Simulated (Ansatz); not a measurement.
C$_{6}$H$_{16}$O$_{4}$Ti, SMILES `CC[O][Ti]([OH])([O]CC)[O]CC`, relaxed with RKS PBE0-D4/def2-TZVP in Ansatz from a PBE-D4/def2-SVP geometry. The force threshold is 0.005 eV/Å; the program also tests the step.

The species carries charge 0 and has multiplicity 1.

Start:

```xyz
27

C    -0.078    3.631    1.049
C     0.045    2.248    1.677
O    -0.062    1.237    0.706
Ti    0.928   -0.068   -0.054
O     2.621    0.091    0.591
O     0.919    0.150   -1.838
C     0.650   -0.394   -3.103
C    -0.297   -1.588   -3.041
O     0.272   -1.678    0.411
C    -0.818   -2.354    0.986
C    -1.278   -1.702    2.288
H    -0.023    4.423    1.824
H    -1.043    3.732    0.513
H     0.738    3.803    0.317
H     1.019    2.154    2.215
H    -0.758    2.102    2.438
H     3.321    0.589    0.134
H     0.216    0.405   -3.751
H     1.612   -0.697   -3.582
H    -0.474   -2.003   -4.055
H     0.125   -2.389   -2.400
H    -1.276   -1.290   -2.613
H    -1.663   -2.390    0.256
H    -0.517   -3.413    1.172
H    -2.143   -2.247    2.718
H    -1.577   -0.649    2.107
H    -0.458   -1.705    3.036
```

| step | energy (eV) | largest force (eV/Å) | largest move (Å) |
| --- | --- | --- | --- |
| 1 | -37776.4505 | 0.668 | 0.000 |
| 2 | -37776.5455 | 0.215 | 0.040 |
| 3 | -37776.5563 | 0.059 | 0.035 |
| 4 (rejected) | -37776.5562 | 0.250 | 0.100 |
| 5 | -37776.5593 | 0.033 | 0.050 |
| 6 | -37776.5615 | 0.121 | 0.097 |
| 7 | -37776.5621 | 0.029 | 0.027 |
| 8 | -37776.5627 | 0.057 | 0.033 |
| 9 | -37776.5636 | 0.050 | 0.101 |
| 10 | -37776.5642 | 0.059 | 0.027 |
| 11 | -37776.5652 | 0.063 | 0.086 |
| 12 | -37776.5658 | 0.068 | 0.056 |
| 13 | -37776.5664 | 0.074 | 0.061 |
| 14 | -37776.5669 | 0.070 | 0.067 |
| 15 | -37776.5675 | 0.119 | 0.057 |
| 16 | -37776.5681 | 0.083 | 0.068 |
| 17 | -37776.5684 | 0.061 | 0.052 |
| 18 | -37776.5688 | 0.037 | 0.034 |
| 19 | -37776.5690 | 0.012 | 0.035 |
| 20 | -37776.5691 | 0.006 | 0.032 |
| 21 | -37776.5691 | 0.008 | 0.038 |
| 22 | -37776.5691 | 0.005 | 0.007 |
| 23 | -37776.5691 | 0.002 | 0.004 |
| 24 | -37776.5691 | 0.003 | 0.006 |
| 25 | -37776.5691 | 0.003 | 0.010 |
| 26 (rejected) | -37776.5691 | 0.006 | 0.011 |
| 27 | -37776.5691 | 0.001 | 0.005 |

End:

```xyz
27

C    -0.108    3.593    1.229
C     0.104    2.173    1.707
O     0.157    1.288    0.627
Ti    1.106   -0.052   -0.087
O     2.831    0.080    0.469
O     0.996    0.056   -1.865
C     0.539   -0.444   -3.084
C    -0.402   -1.616   -2.907
O     0.439   -1.602    0.488
C    -0.598   -2.340    1.058
C    -1.494   -1.488    1.932
H    -0.170    4.276    2.080
H    -1.033    3.669    0.654
H     0.720    3.910    0.591
H     1.031    2.105    2.292
H    -0.720    1.871    2.367
H     3.588    0.412   -0.014
H     0.036    0.367   -3.625
H     1.406   -0.745   -3.687
H    -0.731   -1.989   -3.880
H     0.091   -2.430   -2.372
H    -1.285   -1.317   -2.338
H    -1.185   -2.805    0.255
H    -0.158   -3.153    1.648
H    -2.297   -2.096    2.357
H    -1.941   -0.676    1.354
H    -0.923   -1.048    2.752
```

Hardware: 11 threads of an AMD EPYC 7R13 on a shared host and a whole NVIDIA H100 80 GB. Wall time 35 s, peak host memory 1.2 GiB.
